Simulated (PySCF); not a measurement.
C2H7In, SMILES C[CH2][InH2].

Coordinates come from a PBE-D3(BJ)/def2-SVP optimisation. The def2 effective core potentials stand for the cores of In; spin–orbit coupling is left out.

Level of theory: PBE-D3(BJ)/def2-SVP in PySCF 2.14.0.

Frequencies are harmonic and unscaled.

```tsv
mode	ν (cm⁻¹)	IR (km/mol)	Raman (Å⁴/amu)	depolarisation	moving atoms (share of kinetic energy)
1	60	0.0	15.6	0.75	H 94 %
2	171	2.5	1.2	0.43	C 48 %, H 45 %
3	202	0.8	0.3	0.75	H 90 %, C 10 %
4	339	42.3	13.5	0.49	H 69 %, C 22 %, In 9 %
5	428	44.7	5.7	0.75	H 97 %
6	463	40.2	17.4	0.17	C 61 %, H 30 %, In 9 %
7	584	174.2	37.5	0.68	H 98 %
8	615	64.1	3.0	0.75	H 82 %, C 17 %
9	902	2.8	0.0	–	H 92 %
10	933	7.6	4.6	0.44	H 85 %, C 15 %
11	1027	9.2	9.0	0.72	C 76 %, H 24 %
12	1140	14.7	40.2	0.22	H 67 %, C 33 %
13	1197	2.4	1.2	0.75	H 76 %, C 24 %
14	1346	7.7	14.1	0.61	H 83 %, C 17 %
15	1383	1.4	7.8	0.74	H 89 %, C 11 %
16	1419	1.5	19.1	0.71	H 97 %
17	1426	6.0	22.1	0.75	H 97 %
18	1683	178.6	317.0	0.09	H 99 %
19	1692	323.6	148.2	0.56	H 99 %
20	2950	53.9	217.6	0.12	H 97 %
21	2972	10.9	156.6	0.08	H 95 %
22	3017	3.6	128.1	0.75	H 91 %, C 9 %
23	3025	21.5	132.6	0.69	H 91 %, C 9 %
24	3050	26.4	29.3	0.75	H 91 %, C 9 %
```
